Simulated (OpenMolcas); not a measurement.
Er3+: moving the ligands

Er3+ with 7 ligands (chloride) in pentagonal bipyramidal coordination (D5h) at 2.71 Å, the axial distance 2.845 Å. A charge of +0.571 e stands 2.4 Å behind each ligand. Ligand basis ANO-RCC-VDZP.
```
Er    0.0000    0.0000    0.0000
Cl    2.7100    0.0000    0.0000
Cl    0.8374    2.5774    0.0000
Cl   -2.1924    1.5929    0.0000
Cl   -2.1924   -1.5929    0.0000
Cl    0.8374   -2.5774    0.0000
Cl    0.0000    0.0000    2.8455
Cl    0.0000    0.0000   -2.8455
```

| Quantity | Value |
| --- | --- |
| Program | OpenMolcas 26.06 |
| Method | CASSCF |
| Basis | ANO-RCC-VDZP [7s6p4d2f1g] |
| Scalar Hamiltonian | DKH2, point nucleus |
| Active space | 11 electrons in 7 orbitals (4f) |
| State averaging | 2S+1 = 4 odd, 35 roots (30 in the spin-orbit step); 2S+1 = 2 odd, 35 roots kept (CI in the orbitals of an earlier block) |
| Spin-orbit coupling | state interaction with AMFI integrals over the reference wave functions |

Runs around this geometry, states. Energies in cm-1 above the lowest state or level, χT in cm3 K/mol.

```csv
R (Å),Ground state,First state of that spin,First gap with spin-orbit (degeneracies),Width of lowest J,χT at 300 K
2.66,2S+1 = 4,25.0,"9.7 (2, 2)",164,11.392
2.71,2S+1 = 4,24.7,"11.1 (2, 2)",159,11.398
2.83,2S+1 = 4,17.5,"12.2 (2, 2)",146,11.409
```

Taking the width of the lowest J multiplet as R^-n, n = -ln(146 / 164) / ln(2.83 / 2.66) = 1.9 between the shortest and longest distance.

High states are left out of the spin-orbit mixing, which shifts the levels that they would mix with. Without dynamic correlation the ligand-field splitting of an f shell can come out too small, at times by half. No measured value stands beside these numbers; the geometry is a model, was not optimised and need not be the one that this ion takes.

A state without a sure symmetry label is named by its multiplicity alone.
